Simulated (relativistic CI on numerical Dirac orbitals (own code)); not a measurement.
Crystal-field levels of Au3+, 5d8

Calculated by Dirac-Coulomb-Breit CI, orbitals from a KLI potential per configuration, QED by a radiative potential, valence Slater integrals scaled by 0.7, one configuration in a parametric crystal field (own radial code).

Field parameters in Wybourne normalisation: Td as Oh with Dq negative (B⁴₀ = 21Dq, B⁴₄ = √(5/14) B⁴₀). The field is a parameter set, without covalency.

S is read from ⟨S²⟩ = S(S + 1).

Levels (cm⁻¹, degeneracy): 0 (1), 2181 (3), 4069 (2), 7415 (3), 9595 (3), 13518 (2), 18219 (3), 20579 (1), 21007 (2), 21546 (3), 22961 (1), 26262 (3).

Task: Which field gives this pattern?
A. Td, 10Dq = -10600 cm⁻¹
B. Td, 10Dq = -18050 cm⁻¹
C. Td, 10Dq = -5600 cm⁻¹
D. Td, 10Dq = -13100 cm⁻¹

Result: A. Td, 10Dq = -10600 cm⁻¹, ground level with S = 0.97.
